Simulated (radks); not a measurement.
The numbers below are computed, except where a source is named.
Q: Orbital eigenvalues (eV) of the phosphorus ion P+, [Ne] 3s2 3p2, of relativity; Dirac values are averaged over j with weights 2j + 1. Spin-unpolarised spherical Kohn-Sham, BLYP, point nucleus unless stated (finite: rms radius 3.1889 fm), a radial shooting solver on a logarithmic mesh with Libxc functionals. A level marked "c x" has the speed of light scaled by that factor and shares open shells by 2j + 1; other Dirac levels either fill j = l - 1/2 first or share by 2j + 1.

| shell | non-rel. |
|---|---|
| 1s | -2090.0 |
| 2s | -183.51 |
| 2p | -135.19 |
| 3s | -23.056 |
| 3p | -14.076 |

Give the values at the level "Dirac, 2j+1 shares, finite nucleus".

A: 
shell  Dirac, 2j+1 shares, finite nucleus  change of magnitude (%)
1s                                -2096.2                    +0.30
2s                                -184.42                    +0.50
2p                                -135.15                    -0.02
3s                                -23.138                    +0.36
3p                                -14.064                    -0.09
